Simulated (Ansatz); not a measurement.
Born–Oppenheimer molecular dynamics of H4O3Si (8 atoms, charge 0, multiplicity 1). It starts from a relaxed structure.

Level of theory: RKS PBE0/6-31G (Ansatz 0.2.0).

* ensemble: NVE (velocity Verlet)
* time step: 0.5 fs
* steps asked: 500
* starting velocities drawn for: 3000 K
* masses: H 2.014 u
* seed: 512265

First frame:

```xyz
8
Properties=species:S:1:pos:R:3
Si -0.091 -0.053 0.072
O 0.007 -0.076 1.768
H -0.681 0.215 2.380
H 1.322 -0.101 -0.379
O -0.886 1.334 -0.502
H -1.732 1.283 -0.969
O -1.058 -1.322 -0.538
H -0.991 -2.257 -0.309
```

**Question.** How far do the bonds stretch over the last three quarters of this one trajectory? (Pairs bonded in most of those frames.)

**Answer.** 
```tsv
bond	mean (Å)	spread (Å)	shortest	longest
Si1–O2	1.727	0.071	1.57	1.87
Si1–H4	1.501	0.039	1.43	1.58
Si1–O5	1.722	0.047	1.63	1.85
Si1–O7	1.712	0.068	1.59	1.83
O2–H3	1.013	0.111	0.84	1.18
O5–H6	1.015	0.117	0.83	1.18
O7–H8	0.972	0.027	0.92	1.02
```

Mean temperature of the second half: 1457 K. The conserved energy stayed within 3.6 meV per atom of its start (net change 2.1 meV per atom), so the integration is sound. Over the second half the temperature averaged 0.49 of the 3000 K drawn at the start: a run that starts near a minimum puts about half its kinetic energy into the potential. A run of 0.25 ps of so small a system gives no equilibrium averages. Limits of this set-up: no polarisation functions.

The run took 14 min on 1 thread of Arm Neoverse V2, on a shared host, peak memory 0.1 GiB.
